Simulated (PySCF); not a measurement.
## Radial density of Dy(2+) (dysprosium, charge +2)

CAM-B3LYP, [Xe] 4f9 6s1, one real determinant (an excited configuration). All numbers are calculated (PySCF 2.14, the spin-free X2C one-electron Hamiltonian (Gaussian nucleus), in cc-pVDZ-X2C (8s7p5d3f1g, 84 functions)).

```
r (bohr)  4πr²ρ (e/bohr)  4πr²(ρα − ρβ)
  0.0180           86.29         0.0038
  0.0304           78.29         0.0059
  0.0511           109.0         0.0187
  0.0859           105.2         0.0234
   0.144           95.22         0.2931
   0.243           80.79         1.8967
   0.409           49.23         5.7346
   0.687           37.40         5.8051
    1.16           12.84         2.1806
    1.94           3.551         0.2986
    3.27          0.4730         0.3581
    5.50         0.08281         0.0824
    9.25       0.0008846         0.0009
```

Densities and radii are taken from the X2C orbitals without a picture-change correction, which distorts them close to the nucleus.

⟨L²⟩ = 24.01 against 30 for a pure H term, so this real determinant mixes terms. Spin-orbit coupling, absent here, splits the open shell strongly.
